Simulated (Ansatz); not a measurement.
A nudged elastic band was laid between two geometries of CH₅FS₂Si (10 atoms, charge 0, multiplicity 1).

Level of theory: RKS PBE/def2-SVP (Ansatz 0.2.0).

```yaml
movable_images: 7
climbing_image: yes
spring: 5.0 eV/Å²
optimiser: quadratic models (default)
start_path: through a guess of the saddle point
force_threshold: 0.2 eV/Å
iteration_limit: 60
end_points: relaxed
```

Image 0:

```xyz
10
Properties=species:S:1:pos:R:3
C -1.298 -0.060 1.252
S 0.158 1.067 1.202
Si 1.239 0.329 -0.475
F 1.849 -1.184 -0.271
S -0.071 0.210 -2.183
H -2.058 0.440 1.880
H -1.707 -0.222 0.236
H -1.023 -1.029 1.709
H 2.401 1.257 -0.636
H 0.592 -0.858 -2.711
```

Image 8:

```xyz
10
Properties=species:S:1:pos:R:3
C -0.926 0.087 1.003
S 0.645 0.990 1.219
Si 2.037 -0.266 -0.842
F 1.407 -1.698 -0.238
S 0.476 0.101 -2.409
H -1.721 0.530 1.631
H -1.211 0.090 -0.067
H -0.720 -0.952 1.322
H 0.325 2.089 0.475
H -0.228 -1.023 -2.091
```

**Question.** What changes between the two ends?

**Answer.** Bonds broken: Si3–H9. Bonds formed: S2–H9. CH5FS2Si becomes CH4S + FHSSi.

**Question.** Give the energies along the band, and the barrier.

**Answer.** The run converged. The highest image is number 4 of 0 to 8, 2.33 eV above the first end and 0.84 eV above the last; the last end lies 1.50 eV above the first. The threshold of 0.2 eV/Å is loose, so the images may lie well off the minimum-energy path. Neighbouring images differ by up to 1.8 eV, so the band resolves the path poorly. The order of the stationary point at the top wasn't checked. The orbitals stay closed-shell, which can raise the energy where a bond breaks towards radicals; this wasn't checked here.

| image | path coordinate (Å) | energy (eV) | Si3–H9 (Å) | S2–H9 (Å) |
| --- | --- | --- | --- | --- |
| 0 | 0.00 | 0.00 | 1.50 | 2.91 |
| 1 | 0.94 | 0.03 | 1.49 | 2.91 |
| 2 | 1.89 | 0.09 | 1.49 | 2.99 |
| 3 | 2.83 | 0.51 | 1.47 | 2.61 |
| 4 | 3.76 | 2.33 | 1.65 | 1.71 |
| 5 | 4.56 | 1.65 | 2.54 | 1.37 |
| 6 | 5.37 | 1.51 | 3.07 | 1.36 |
| 7 | 6.18 | 1.51 | 3.14 | 1.36 |
| 8 | 6.98 | 1.50 | 3.20 | 1.36 |

**Question.** What is the geometry of the highest image?

**Answer.** 
```xyz
10
Properties=species:S:1:pos:R:3:forces:R:3
C -1.224 0.086 1.096 0.00 0.11 0.00
S 0.581 0.192 1.352 -0.03 -0.08 0.07
Si 1.621 0.420 -0.870 -0.10 0.06 -0.15
F 2.632 -0.884 -0.852 0.01 0.00 0.04
S -0.013 -0.059 -2.238 0.06 0.00 0.04
H -1.732 0.812 1.760 0.02 -0.02 -0.01
H -1.482 0.286 0.034 0.01 -0.03 0.02
H -1.545 -0.940 1.362 0.00 -0.01 -0.02
H 1.215 1.440 0.365 0.03 -0.02 0.01
H 0.031 -1.404 -2.006 0.01 -0.01 0.00
```

The band took 15 iterations and roughly 7 core-minutes.

The run took 3.7 min on 2 threads of Arm Neoverse V1, with other jobs on the host, peak memory 0.16 GiB.
